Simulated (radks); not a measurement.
The chlorine ion Cl+ inside a hard spherical wall (all orbitals vanish at R), configuration held at [Ne] 3s2 3p4 and not refilled when levels cross. Method: non-relativistic Kohn-Sham, PBE, spin-polarised, spherical densities, point nucleus; open shells are filled with parallel spins first; computed with a radial shooting solver on a logarithmic mesh with Libxc functionals. Eigenvalues in eV for spin up, with the zero of energy where the potential of the charges vanishes at infinity; a dash marks a level that is unbound or too diffuse for the functional's potential to be trusted. A positive occupied level is held by the wall or, in an anion where self-interaction has pushed it up, behind a barrier. The pressure on the wall is -dE/dV.

R (bohr)  E (hartree)  kinetic (hartree)    e(2s)    e(2p)    e(3s)    e(3p)  e(4s, empty)  e(3d, empty)  pressure (GPa)
free       -459.49057            458.958  -263.80  -204.49  -32.851  -20.308             -             -               0
20         -459.49057            458.958  -263.80  -204.49  -32.851  -20.308             -             -        < 0.0001
15         -459.49057            458.958  -263.80  -204.49  -32.851  -20.308             -        -4.511        < 0.0001
12         -459.49057            458.958  -263.80  -204.49  -32.851  -20.308        -5.818        -4.509        < 0.0001
10         -459.49057            458.958  -263.80  -204.49  -32.851  -20.308        -5.778        -4.495        < 0.0001
8          -459.49056            458.958  -263.79  -204.49  -32.850  -20.307        -5.513        -4.415         0.00114
7          -459.49044            458.960  -263.79  -204.48  -32.843  -20.300        -5.041        -4.284          0.0130
5          -459.48167            459.041  -263.41  -204.09  -32.584  -20.019        -0.713        -3.129            1.74
2.5        -457.81582            466.371  -244.73  -185.10  -17.816   -2.875        77.574        19.422            1370
2          -454.36353            477.515  -225.69  -165.55    4.604   21.687        165.88        44.194            6950
1.5        -442.04864            510.068  -187.69  -125.85   76.669   94.646        395.79        104.95           47600
